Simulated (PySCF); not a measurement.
NMR data simulated for an unnamed compound:

$^{1}$H NMR (500 MHz, computed): δ 7.72 (m, 2H), 7.46 (t, 1H), 7.34 (d, 2H), 6.75 (m, 1H).

$^{13}$C{$^{1}$H} NMR (computed): δ 160.6 (C), 135.7 (CH), 129.5 (CH), 123.0 (CH), 121.4 (CH).

All values are calculated (PySCF 2.14.0 with density-fitted response routines): shieldings: GIAO PBE0/pcSseg-1, geometry: GFN2-xTB. Equivalent nuclei averaged, no relativistic terms, a single conformation, isolated molecule.

δ = σ(ref) − σ, references computed at the same level: $^{1}$H and $^{13}$C vs TMS.

Question: Which of these does the molecule contain: a nitrile, a vinyl group CH=CH2, a three-membered ring, a benzene ring?

Answer: 
- A nitrile: no.
- A vinyl group CH=CH2: no.
- A three-membered ring: no.
- A benzene ring: yes.

The data belong to SMILES FC(F)Oc1ccccc1, C$_{7}$H$_{6}$F$_{2}$O; they needn't prove each group on their own.

Carbon signals by region: 1 in the far downfield region (above 160 ppm), 4 in the sp2 and nitrile region (100–160 ppm). Above 160 ppm: 160.6, aromatic carbon bearing oxygen.

Splittings by $^{19}$F in the carbon and heteronuclear signals aren't shown, as no couplings were computed. Shifts are as computed. Against solution values, carbons near 30 ppm lie about +3 ppm off and those near 130 ppm about +5 ppm (rms about the fit 2.1 ppm; single classes can miss by 10 ppm). Of 1328 compounds with measured shifts, 309 miss one by over three times the rms of a fit or turn the order of signals round; such compounds aren't used in these exercises. Signals without a measured value on file couldn't be tested in this way; 1H shifts scatter by 0.2 ppm about their fit, and single ones miss by 0.5 ppm. Multiplicities follow the n + 1 count of equivalent neighbours, as no J values were calculated; m marks all less simple cases, F and P coupling included.
